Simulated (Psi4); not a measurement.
Psi4 input (wB97X-D/6-31G*):

```
memory 1500 MB

molecule {
1 1
S     1.56923700   -0.30499000    0.11767700
C     0.09578600   -0.03208300    0.02546600
S    -1.48646500    0.34133100   -0.18265000
H    -1.89906300   -0.38896000    0.88676800
symmetry c1
no_reorient
no_com
}

set {
  basis 6-31G*
  reference rks
  scf_type pk
  dft_radial_points 99
  dft_spherical_points 590
  e_convergence 1e-8
  d_convergence 1e-7
  maxiter 150
}

e = energy('wb97x-d')
print_out(f'\nFINAL {e:.10f} DIPOLE {variable("CURRENT DIPOLE")[0]:.6f} {variable("CURRENT DIPOLE")[1]:.6f} {variable("CURRENT DIPOLE")[2]:.6f}\n')
```

Output:

```
   => Loading Basis Set <=

    Name: 6-31G*
    Role: ORBITAL
    Keyword: BASIS
    atoms 1, 3 entry S          line   316 file 6-31gs.gbs
    atoms 2    entry C          line   111 file 6-31gs.gbs
    atoms 4    entry H          line    44 file 6-31gs.gbs

   => WB97X-D: Empirical Dispersion <=

    Chai and Head-Gordon Dispersion Correction
    Chai, J.-D.; Head-Gordon, M. (2010), J. Chem. Phys., 132: 6615-6620

        s6 =       1.000000

         ---------------------------------------------------------
                                   SCF
               by Justin Turney, Rob Parrish, Andy Simmonett
                          and Daniel G. A. Smith
                              RKS Reference
         ---------------------------------------------------------

  ==> Geometry <==

    Molecular point group: c1
    Full point group: C1

    Geometry (in Angstrom), charge = 1, multiplicity = 1:

       Center              X                  Y                   Z               Mass
    ------------   -----------------  -----------------  -----------------  -----------------
         S            1.569237000000    -0.304990000000     0.117677000000    31.972071174400
         C            0.095786000000    -0.032083000000     0.025466000000    12.000000000000
         S           -1.486465000000     0.341331000000    -0.182650000000    31.972071174400
         H           -1.899063000000    -0.388960000000     0.886768000000     1.007825032230

  Running in c1 symmetry.

  Rotational constants: A =      9.27133  B =      0.10505  C =      0.10387 [cm^-1]
  Rotational constants: A = 277947.51804  B =   3149.24718  C =   3113.96482 [MHz]
  Nuclear repulsion =  118.061174783748697

  Charge       = 1
  Multiplicity = 1
  Electrons    = 38
  Nalpha       = 19
  Nbeta        = 19

  ==> Algorithm <==

  SCF Algorithm Type is PK.
  DIIS enabled.
  MOM disabled.
  Fractional occupation disabled.
  Guess Type is SAD.
  Energy threshold   = 1.00e-08
  Density threshold  = 1.00e-07
  Integral threshold = 1.00e-12

  ==> Primary Basis <==

  Basis Set: 6-31G*
    Blend: 6-31G*
    Number of shells: 24
    Number of basis functions: 55
    Number of Cartesian functions: 55
    Spherical Harmonics?: false
    Max angular momentum: 2

  ==> DFT Potential <==

   => LibXC <=

    Version 7.1.2
    S. Lehtola, C. Steigemann, M. J. T. Oliveira, and M. A. L. Marques,  SoftwareX 7, 1–5 (2018) (10.1016/j.softx.2017.11.002)

   => Composite Functional: WB97X-D <=

    wB97X-D Hyb-GGA Exchange-Correlation Functional

    J.-D. Chai and M. Head-Gordon,  Phys. Chem. Chem. Phys. 10, 6615–6620 (2008) (10.1039/B810189B)

    Deriv               =              1
    GGA                 =           TRUE
    Meta                =          FALSE

    Exchange Hybrid     =           TRUE
    MP2 Hybrid          =          FALSE

   => Exchange-Correlation Functionals <=

    1.0000   wB97X-D range-separated functional

   => Exact (HF) Exchange <=

    0.7780            HF,LR [omega = 0.2000]
    0.2220               HF

   => LibXC Density Thresholds  <==

    XC_HYB_GGA_XC_WB97X_D:  1.00E-14

   => Molecular Quadrature <=

    Radial Scheme          =       TREUTLER
    Pruning Scheme         =           NONE
    Nuclear Scheme         =       TREUTLER

    Blocking Scheme        =         OCTREE
    BS radius alpha        =              1
    Pruning alpha          =              1
    Radial Points          =             99
    Spherical Points       =            590
    Total Points           =         217610
    Total Blocks           =           1633
    Max Points             =            256
    Max Functions          =             54
    Weights Tolerance      =       1.00E-15

  ==> Integral Setup <==

  Using in-core PK algorithm.
   Calculation information:
      Number of atoms:                   4
      Number of AO shells:              24
      Number of primitives:             73
      Number of atomic orbitals:        55
      Number of basis functions:        55

      Integral cutoff                 1.00e-12
      Number of threads:                 1

  Performing in-core PK
  Using 3559710 doubles for integral storage.
  We computed 41544 shell quartets total.
  Whereas there are 45150 unique shell quartets.

  Computing range-separated integrals for PK
  We computed 41544 wK shell quartets total.
  Whereas there are 45150 wK unique shell quartets.

  ==> DiskJK: Disk-Based J/K Matrices <==

    J tasked:                  Yes
    K tasked:                  Yes
    wK tasked:                 Yes
    Omega:               2.000E-01
    Schwarz Cutoff:          1E-12


  Cached 100.0% of DFT collocation blocks in 0.292 [GiB].

  Minimum eigenvalue in the overlap matrix is 1.0937195879E-02.
  Reciprocal condition number of the overlap matrix is 1.9366011630E-03.
    Using symmetric orthogonalization.

  ==> Pre-Iterations <==

  SCF Guess: Superposition of Atomic Densities via on-the-fly atomic UHF (no occupation information).

   -------------------------
    Irrep   Nso     Nmo
   -------------------------
     A         55      55
   -------------------------
    Total      55      55
   -------------------------

  ==> Iterations <==

                        Total Energy        Delta E     RMS |[F,P]|

   @RKS iter SAD:  -834.82335898883707   -8.34823e+02   0.00000e+00
   @RKS iter   1:  -834.66294032417193    1.60419e-01   3.09271e-03 DIIS/ADIIS
   @RKS iter   2:  -834.67356352423485   -1.06232e-02   2.56010e-03 DIIS/ADIIS
   @RKS iter   3:  -834.68175773760595   -8.19421e-03   1.19622e-03 DIIS/ADIIS
   @RKS iter   4:  -834.68411204729432   -2.35431e-03   1.84410e-04 DIIS/ADIIS
   @RKS iter   5:  -834.68420063436474   -8.85871e-05   5.72520e-05 DIIS
   @RKS iter   6:  -834.68421146292155   -1.08286e-05   2.42495e-05 DIIS
   @RKS iter   7:  -834.68421384923408   -2.38631e-06   6.43473e-06 DIIS
   @RKS iter   8:  -834.68421423141194   -3.82178e-07   2.46334e-06 DIIS
   @RKS iter   9:  -834.68421429942168   -6.80097e-08   7.77191e-07 DIIS
   @RKS iter  10:  -834.68421430339890   -3.97722e-09   1.11886e-07 DIIS
   @RKS iter  11:  -834.68421430346166   -6.27551e-11   2.31894e-08 DIIS
  Energy and wave function converged.

  ==> Post-Iterations <==

   Electrons on quadrature grid:
      Ntotal   =   37.9999997455 ; deviation = -2.545e-07

    Orbital Energies [Eh]
    ---------------------

    Doubly Occupied:

       1A    -89.351886     2A    -89.343200     3A    -10.684624
       4A     -8.371927     5A     -8.364962     6A     -6.319240
       7A     -6.318055     8A     -6.315034     9A     -6.314600
      10A     -6.310261    11A     -6.305269    12A     -1.225377
      13A     -1.142509    14A     -0.882963    15A     -0.792511
      16A     -0.748441    17A     -0.723087    18A     -0.664349
      19A     -0.595842

    Virtual:

      20A     -0.275406    21A     -0.244513    22A     -0.134484
      23A     -0.094616    24A     -0.017301    25A      0.061622
      26A      0.175319    27A      0.187960    28A      0.196873
      29A      0.221347    30A      0.244898    31A      0.254666
      32A      0.401562    33A      0.417823    34A      0.436844
      35A      0.484831    36A      0.500849    37A      0.560717
      38A      0.565879    39A      0.570357    40A      0.577726
      41A      0.748706    42A      0.763614    43A      0.772040
      44A      0.798455    45A      0.891555    46A      0.975800
      47A      1.138797    48A      1.471245    49A      1.479796
      50A      1.783047    51A      1.789547    52A      2.483345
      53A      3.703571    54A      3.753046    55A      4.083148

    Final Occupation by Irrep:
              A
    DOCC [    19 ]
    NA   [    19 ]
    NB   [    19 ]

  @RKS Final Energy:  -834.68421430346166

   => Energetics <=

    Nuclear Repulsion Energy =            118.0611747837486973
    One-Electron Energy =               -1375.5484394909974526
    Two-Electron Energy =                 464.0878444106090797
    DFT Exchange-Correlation Energy =     -41.2844252874824704
    Empirical Dispersion Energy =          -0.0003687193393782
    VV10 Nonlocal Energy =                  0.0000000000000000
    Total Energy =                       -834.6842143034616583

Computation Completed

Properties will be evaluated at   0.000000,   0.000000,   0.000000 [a0]

Properties computed using the SCF density matrix

 Multipole Moments:

 ------------------------------------------------------------------------------------
     Multipole            Electronic (a.u.)      Nuclear  (a.u.)        Total (a.u.)
 ------------------------------------------------------------------------------------

 L = 1.  Multiply by 2.5417464519 to convert [e a0] to [Debye]
 Dipole X            :         -0.2008683            0.0000094           -0.2008588
 Dipole Y            :         -0.2508069           -0.0000038           -0.2508107
 Dipole Z            :          0.3784609           -0.0000076            0.3784533
 Magnitude           :                                                    0.4964647

 ------------------------------------------------------------------------------------

FINAL -834.6842143035 DIPOLE -0.200859 -0.250811 0.378453

*** Psi4 exiting successfully. Buy a developer a beer!
```

The dipole moment of an ion depends on the origin.

The geometry given is a B3LYP-D3(BJ)/def2-TZVP minimum.
